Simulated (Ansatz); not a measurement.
Ansatz (an electronic-structure program) input (B3LYP-D3(BJ)/def2-TZVP):

Ansatz 0.2 input:
```yaml
crystal:
  periodic: [false, false, false]
  atoms:
    - {symbol: Si, position_ang: [-0.01370846, -0.20894976, 0.57704285]}
    - {symbol: N, position_ang: [-0.45603804, 1.39708556, -0.40686987]}
    - {symbol: N, position_ang: [-0.89820398, -1.34236842, -0.32841641]}
    - {symbol: N, position_ang: [1.63254751, -0.33653487, 0.17667297]}
    - {symbol: H, position_ang: [-0.43521795, 0.18460331, 1.90908555]}
    - {symbol: H, position_ang: [-1.45007324, 1.61435159, -0.36730765]}
    - {symbol: H, position_ang: [-0.20650845, 1.25163125, -1.38546549]}
    - {symbol: H, position_ang: [-0.51279693, -2.25614728, -0.51084485]}
    - {symbol: H, position_ang: [-1.90034578, -1.41470504, -0.24381154]}
    - {symbol: H, position_ang: [2.32440987, 0.26158848, 0.60212525]}
    - {symbol: H, position_ang: [2.04070763, -1.23959606, -0.00703199]}
    - {symbol: H, position_ang: [0.05735060, 2.21003311, -0.07158817]}
basis:
  gaussian:
    orbitals: def2-TZVP
hamiltonian:
  xc: b3lyp
  dispersion: d3bj
total_charge: 1
relax: {f_tol: 0.002, max_steps: 150}
```

Output:

```
Functional definition: B3LYP
integrals: 0.09 GiB planned
1078 factors; their error is unknown
0.24 GiB of the device are held for the grids
0.90 GiB of device memory are held for the factors and their scratch space
mean field: 0.71 GiB planned
mean field evaluation 1: about -12449.0481 eV, gradient 1.3e2 eV
mean field evaluation 2: about -12405.4361 eV, gradient 1.7e2 eV
mean field evaluation 4: about -12476.9267 eV, gradient 1.2e1 eV
mean field evaluation 8: about -12477.2113 eV, gradient 3.2e-1 eV
mean field evaluation 16: about -12477.2307 eV, gradient 4.0e-4 eV
mean field -12477.23065810 eV, -458.5297693146 hartree, gradient 1.6e-5 eV, S^2 0.000000; 0 other end points of the search recorded, 0 dependent functions left out
the calculation of the forces begins
reference -12477.23090278 eV, -458.5297783063 hartree; 21, 21 occupied and 157, 157 virtual orbitals, 1078 factors
relax step   1: F+E_penalty+E_count = -12477.63972499 eV  Δ(F+E_penalty+E_count) = +0.000e0 eV  max|allowed force component| = 1.374e0 eV/Å  Δτ_max = 0.0000 Å  (30 SCF iters, accepted)
these checks for a lower state are left out or cut short: starts, cluster_reference, orbital_swaps, neighbouring_geometries, increment
integrals: 0.09 GiB planned
1078 factors; their error is unknown
0.24 GiB of the device are held for the grids
0.90 GiB of device memory are held for the factors and their scratch space
mean field: 0.71 GiB planned
mean field -12477.30517784 eV, -458.5325078644 hartree, gradient 2.4e-5 eV, S^2 0.000000; 0 other end points of the search recorded, 0 dependent functions left out
the calculation of the forces begins
reference -12477.30542301 eV, -458.5325168743 hartree; 21, 21 occupied and 157, 157 virtual orbitals, 1078 factors
relax step   2: F+E_penalty+E_count = -12477.71057448 eV  Δ(F+E_penalty+E_count) = -7.085e-2 eV  max|allowed force component| = 4.768e-1 eV/Å  Δτ_max = 0.1174 Å  (29 SCF iters, accepted)
these checks for a lower state are left out or cut short: starts, cluster_reference, orbital_swaps, neighbouring_geometries, increment
integrals: 0.09 GiB planned
1078 factors; their error is unknown
0.24 GiB of the device are held for the grids
0.90 GiB of device memory are held for the factors and their scratch space
mean field: 0.71 GiB planned
mean field evaluation 32: about -12477.3362 eV, gradient 1.7e-5 eV
mean field -12477.33624411 eV, -458.5336495289 hartree, gradient 1.7e-5 eV, S^2 0.000000; 0 other end points of the search recorded, 0 dependent functions left out
the calculation of the forces begins
reference -12477.33649029 eV, -458.5336585758 hartree; 21, 21 occupied and 157, 157 virtual orbitals, 1078 factors
relax step   3: F+E_penalty+E_count = -12477.74052485 eV  Δ(F+E_penalty+E_count) = -2.995e-2 eV  max|allowed force component| = 6.815e-1 eV/Å  Δτ_max = 0.1544 Å  (30 SCF iters, accepted)
these checks for a lower state are left out or cut short: starts, cluster_reference, orbital_swaps, neighbouring_geometries, increment
integrals: 0.09 GiB planned
1078 factors; their error is unknown
0.24 GiB of the device are held for the grids
0.90 GiB of device memory are held for the factors and their scratch space
mean field: 0.71 GiB planned
mean field -12477.34975413 eV, -458.5341460130 hartree, gradient 2.1e-5 eV, S^2 0.000000; 0 other end points of the search recorded, 0 dependent functions left out
the calculation of the forces begins
reference -12477.34999733 eV, -458.5341549501 hartree; 21, 21 occupied and 157, 157 virtual orbitals, 1078 factors
relax step   4: F+E_penalty+E_count = -12477.75391339 eV  Δ(F+E_penalty+E_count) = -1.339e-2 eV  max|allowed force component| = 1.013e0 eV/Å  Δτ_max = 0.1831 Å  (30 SCF iters, accepted)
these checks for a lower state are left out or cut short: starts, cluster_reference, orbital_swaps, neighbouring_geometries, increment
integrals: 0.09 GiB planned
1078 factors; their error is unknown
[...]
integrals: 0.09 GiB planned
1078 factors; their error is unknown
0.24 GiB of the device are held for the grids
0.90 GiB of device memory are held for the factors and their scratch space
mean field: 0.71 GiB planned
mean field -12477.41073962 eV, -458.5363871881 hartree, gradient 1.4e-5 eV, S^2 0.000000; 0 other end points of the search recorded, 0 dependent functions left out
the calculation of the forces begins
reference -12477.41098637 eV, -458.5363962562 hartree; 21, 21 occupied and 157, 157 virtual orbitals, 1078 factors
relax step  18: F+E_penalty+E_count = -12477.81553323 eV  Δ(F+E_penalty+E_count) = -3.907e-4 eV  max|allowed force component| = 1.015e-1 eV/Å  Δτ_max = 0.0330 Å  (30 SCF iters, accepted)
these checks for a lower state are left out or cut short: starts, cluster_reference, orbital_swaps, neighbouring_geometries, increment
integrals: 0.09 GiB planned
1078 factors; their error is unknown
0.24 GiB of the device are held for the grids
0.90 GiB of device memory are held for the factors and their scratch space
mean field: 0.71 GiB planned
mean field -12477.41148439 eV, -458.5364145581 hartree, gradient 1.4e-5 eV, S^2 0.000000; 0 other end points of the search recorded, 0 dependent functions left out
the calculation of the forces begins
reference -12477.41173120 eV, -458.5364236282 hartree; 21, 21 occupied and 157, 157 virtual orbitals, 1078 factors
relax step  19: F+E_penalty+E_count = -12477.81608597 eV  Δ(F+E_penalty+E_count) = -5.527e-4 eV  max|allowed force component| = 2.421e-2 eV/Å  Δτ_max = 0.0086 Å  (30 SCF iters, accepted)
these checks for a lower state are left out or cut short: starts, cluster_reference, orbital_swaps, neighbouring_geometries, increment
integrals: 0.09 GiB planned
1078 factors; their error is unknown
0.24 GiB of the device are held for the grids
0.90 GiB of device memory are held for the factors and their scratch space
mean field: 0.71 GiB planned
mean field -12477.41131746 eV, -458.5364084234 hartree, gradient 1.4e-5 eV, S^2 0.000000; 0 other end points of the search recorded, 0 dependent functions left out
the calculation of the forces begins
reference -12477.41156412 eV, -458.5364174882 hartree; 21, 21 occupied and 157, 157 virtual orbitals, 1078 factors
relax step  20: F+E_penalty+E_count = -12477.81603356 eV  Δ(F+E_penalty+E_count) = +5.241e-5 eV  max|allowed force component| = 7.040e-2 eV/Å  Δτ_max = 0.0035 Å  (32 SCF iters, rejected (line search))
these checks for a lower state are left out or cut short: starts, cluster_reference, orbital_swaps, neighbouring_geometries, increment
integrals: 0.09 GiB planned
1078 factors; their error is unknown
0.24 GiB of the device are held for the grids
0.90 GiB of device memory are held for the factors and their scratch space
mean field: 0.71 GiB planned
mean field -12477.41144555 eV, -458.5364131306 hartree, gradient 1.4e-5 eV, S^2 0.000000; 0 other end points of the search recorded, 0 dependent functions left out
the calculation of the forces begins
reference -12477.41169231 eV, -458.5364221991 hartree; 21, 21 occupied and 157, 157 virtual orbitals, 1078 factors
relax step  21: F+E_penalty+E_count = -12477.81613837 eV  Δ(F+E_penalty+E_count) = -5.240e-5 eV  max|allowed force component| = 3.593e-3 eV/Å  Δτ_max = 0.0017 Å  (32 SCF iters, accepted)
these checks for a lower state are left out or cut short: starts, cluster_reference, orbital_swaps, neighbouring_geometries, increment
integrals: 0.09 GiB planned
1078 factors; their error is unknown
0.24 GiB of the device are held for the grids
0.90 GiB of device memory are held for the factors and their scratch space
mean field: 0.71 GiB planned
mean field evaluation 160: about -12477.3864 eV, gradient 4.3e-1 eV
mean field -12477.41132246 eV, -458.5364086074 hartree, gradient 1.4e-5 eV, S^2 0.000000; 0 other end points of the search recorded, 0 dependent functions left out
the calculation of the forces begins
reference -12477.41156925 eV, -458.5364176768 hartree; 21, 21 occupied and 157, 157 virtual orbitals, 1078 factors
relax step  22: F+E_penalty+E_count = -12477.81612366 eV  Δ(F+E_penalty+E_count) = +1.472e-5 eV  max|allowed force component| = 2.857e-2 eV/Å  Δτ_max = 0.0043 Å  (31 SCF iters, rejected (line search))
these checks for a lower state are left out or cut short: starts, cluster_reference, orbital_swaps, neighbouring_geometries, increment
integrals: 0.09 GiB planned
1078 factors; their error is unknown
0.24 GiB of the device are held for the grids
0.90 GiB of device memory are held for the factors and their scratch space
mean field: 0.71 GiB planned
mean field -12477.41142906 eV, -458.5364125249 hartree, gradient 1.4e-5 eV, S^2 0.000000; 0 other end points of the search recorded, 0 dependent functions left out
the calculation of the forces begins
reference -12477.41167584 eV, -458.5364215936 hartree; 21, 21 occupied and 157, 157 virtual orbitals, 1078 factors
relax step  23: F+E_penalty+E_count = -12477.81615455 eV  Δ(F+E_penalty+E_count) = -1.618e-5 eV  max|allowed force component| = 1.870e-3 eV/Å  Δτ_max = 0.0021 Å  (32 SCF iters, accepted)
these checks for a lower state are left out or cut short: starts, cluster_reference, orbital_swaps, neighbouring_geometries, increment
integrals: 0.09 GiB planned
1078 factors; their error is unknown
0.24 GiB of the device are held for the grids
0.90 GiB of device memory are held for the factors and their scratch space
mean field: 0.71 GiB planned
mean field -12477.41140702 eV, -458.5364117149 hartree, gradient 1.4e-5 eV, S^2 0.000000; 0 other end points of the search recorded, 0 dependent functions left out
the calculation of the forces begins
reference -12477.41165383 eV, -458.5364207850 hartree; 21, 21 occupied and 157, 157 virtual orbitals, 1078 factors
relax step  24: F+E_penalty+E_count = -12477.81617681 eV  Δ(F+E_penalty+E_count) = -2.226e-5 eV  max|allowed force component| = 3.315e-3 eV/Å  Δτ_max = 0.0064 Å  (31 SCF iters, accepted)
these checks for a lower state are left out or cut short: starts, cluster_reference, orbital_swaps, neighbouring_geometries, increment
integrals: 0.09 GiB planned
1078 factors; their error is unknown
0.24 GiB of the device are held for the grids
0.90 GiB of device memory are held for the factors and their scratch space
mean field: 0.71 GiB planned
mean field -12477.41139624 eV, -458.5364113187 hartree, gradient 1.4e-5 eV, S^2 0.000000; 0 other end points of the search recorded, 0 dependent functions left out
the calculation of the forces begins
reference -12477.41164307 eV, -458.5364203896 hartree; 21, 21 occupied and 157, 157 virtual orbitals, 1078 factors
relax step  25: F+E_penalty+E_count = -12477.81618668 eV  Δ(F+E_penalty+E_count) = -9.868e-6 eV  max|allowed force component| = 2.893e-3 eV/Å  Δτ_max = 0.0051 Å  (32 SCF iters, accepted)
these checks for a lower state are left out or cut short: starts, cluster_reference, orbital_swaps, neighbouring_geometries, increment
integrals: 0.09 GiB planned
1078 factors; their error is unknown
0.24 GiB of the device are held for the grids
0.90 GiB of device memory are held for the factors and their scratch space
mean field: 0.71 GiB planned
mean field evaluation 192: about -12477.4114 eV, gradient 4.4e-3 eV
mean field -12477.41142681 eV, -458.5364124420 hartree, gradient 1.4e-5 eV, S^2 0.000000; 0 other end points of the search recorded, 0 dependent functions left out
the calculation of the forces begins
reference -12477.41167368 eV, -458.5364215144 hartree; 21, 21 occupied and 157, 157 virtual orbitals, 1078 factors
relax step  26: F+E_penalty+E_count = -12477.81619242 eV  Δ(F+E_penalty+E_count) = -5.745e-6 eV  max|allowed force component| = 1.959e-3 eV/Å  Δτ_max = 0.0064 Å  (32 SCF iters, accepted)
integrals: 0.09 GiB planned
1078 factors; their error is unknown
0.24 GiB of the device are held for the grids
0.90 GiB of device memory are held for the factors and their scratch space
mean field: 0.71 GiB planned
mean field -12477.41142681 eV, -458.5364124420 hartree, gradient 1.4e-5 eV, S^2 0.000000; 1 other end points of the search recorded, 0 dependent functions left out
the calculation of the forces begins
reference -12477.41167368 eV, -458.5364215144 hartree; 21, 21 occupied and 157, 157 virtual orbitals, 1078 factors
Total energy: -12477.81643930 eV, -458.5512963763 hartree
Atom 0 at     0.014989    -0.189969     0.528269 Å, force     0.000243    -0.001465     0.000486 eV/Å
Atom 1 at    -0.499676     1.381859    -0.465965 Å, force    -0.000973    -0.001430     0.000683 eV/Å
Atom 2 at    -0.893826    -1.364183    -0.265134 Å, force    -0.001260     0.001959     0.000726 eV/Å
Atom 3 at     1.666247    -0.373001     0.329772 Å, force     0.000612    -0.000251    -0.001640 eV/Å
Atom 4 at    -0.332015     0.282809     1.873155 Å, force    -0.000527     0.001043    -0.000457 eV/Å
Atom 5 at    -1.484622     1.630506    -0.354980 Å, force     0.000963     0.000174    -0.000621 eV/Å
Atom 6 at    -0.336778     1.235542    -1.464127 Å, force    -0.000260     0.000130     0.000826 eV/Å
Atom 7 at    -0.523468    -2.297636    -0.373505 Å, force     0.000794     0.000023    -0.000273 eV/Å
Atom 8 at    -1.902629    -1.372839    -0.297849 Å, force    -0.000414     0.000127    -0.000268 eV/Å
Atom 9 at     2.324313    -0.164226     1.065067 Å, force    -0.000171    -0.000015     0.000620 eV/Å
Atom 10 at     2.100018    -0.842622    -0.450439 Å, force     0.001107     0.000594     0.000080 eV/Å
Atom 11 at     0.049568     2.194749    -0.180674 Å, force    -0.000115    -0.000890    -0.000162 eV/Å
Dipole moment:    -0.221415     0.583690    -0.309265 e Å
```

It need not be the lowest isomer of its formula.
